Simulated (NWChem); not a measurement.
System: germylsilane (GeSiH$_{6}$); SMILES [SiH3][GeH3]

```xyz
8

Si     0.0000     0.0000    -1.5725
Ge     0.0000     0.0000     0.8254
H     -0.1038     1.3913    -2.0914
H      1.2568    -0.6057    -2.0914
H     -1.1530    -0.7856    -2.0914
H     -1.3017     0.6266     1.3797
H      0.1082    -1.4406     1.3797
H      1.1935     0.8140     1.3797
```
Atoms are numbered in this order, from 1.

The geometry was optimised at B3LYP/6-31G* (spherical d).

**Question.** List the 4 lowest vertical singlet excitations from B3LYP/def2-SVPD, TDA (NWChem).

**Answer.** 
| state | energy (eV) | oscillator strength | leading excitation (squared amplitude) |
|---|---|---|---|
| S1 | 7.15 | 0.124 | HOMO → LUMO (0.73) |
| S2 | 7.49 | 0.026 | HOMO → LUMO+2 (0.88) |
| S3 | 7.49 | 0.026 | HOMO → LUMO+3 (0.88) |
| S4 | 7.54 | 0.438 | HOMO → LUMO+1 (0.72) |
